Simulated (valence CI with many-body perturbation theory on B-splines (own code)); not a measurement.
**I³¹⁺: what the settings do**

Computed by valence CI with perturbative core correlation (CI+MBPT): four valence electrons over a frozen Dirac-Fock core [Ar], radial functions for each j: 6 s, 6 p, 5 d, 5 f, 1 g, with the one-electron correlation potential Σ1, the two-electron term Σ2, the three-electron term Σ3, Breit, model QED; selected CI, second order for the rest, scaled by the run's own slope (own B-spline code, finite nucleus).

The last digits are not significant, and no measured levels were compared; by estimate large intervals hold to a few tenths of a per cent, small ones and those within an open d or f shell to about a per cent. Only levels of the ground parity were solved; by the run's estimate the other parity begins above the list, which can be wrong where configurations are misplaced.

The reference run has the lowest level (3d3/2^4) J=0 and an ionisation energy of 1911.74 eV. Its largest variational space holds 8174 state functions.

Levels are named by their leading jj configuration (3d3/2^4 stands for four electrons in 3d with j = 3/2), which in mixed levels can hold well under half, so a name can repeat and another be missing. Letters in brackets count levels of one name in rising energy.

Changed runs:
A. screening of Σ1 on → off
B. Breit term on → off; QED terms on → off; scale of Σ1 1 → 1.1
C. Davidson tolerance 2e-05 → 0.0003
D. box radius (bohr) 3.5815 → 0.94 (bad on purpose)

Excitation energies of the reference run in cm⁻¹, and shifts in cm⁻¹:

| Level | Reference | A | B | C | D |
| --- | --- | --- | --- | --- | --- |
| (3d3/2^3 3d5/2) J=1 | 70428 | +85 | +3413 | 0 | +60 |
| (3d3/2^3 3d5/2) J=2 | 113628 | +119 | +5862 | 0 | +74 |
| (3d3/2^3 3d5/2) J=4 | 134220 | +96 | +7520 | 0 | +29 |
| (3d3/2^3 3d5/2) J=3 | 136905 | +123 | +6880 | 0 | +63 |
| (3d3/2^2 3d5/2^2) J=0 | 194481 | +163 | +5596 | 0 | +82 |
| (3d3/2^2 3d5/2^2) J=4 [a] | 205389 | +169 | +9627 | 0 | +70 |
| (3d3/2^2 3d5/2^2) J=3 [a] | 225633 | +156 | +7302 | 0 | +38 |
| (3d3/2^2 3d5/2^2) J=2 [a] | 226660 | +144 | +6087 | 0 | +12 |
| (3d3/2^2 3d5/2^2) J=5 | 242952 | +171 | +11408 | 0 | +39 |
| (3d3/2^2 3d5/2^2) J=1 | 250862 | +181 | +7350 | 0 | +44 |
| (3d3/2^2 3d5/2^2) J=6 | 257941 | +175 | +14113 | 0 | +30 |
| (3d3/2^2 3d5/2^2) J=4 [b] | 278859 | +180 | +11000 | 0 | +35 |
| Ionisation energy (eV) | 1911.74 | -0.042 | +1.34 | 0 | -0.18 |

No effect on these energies: C.
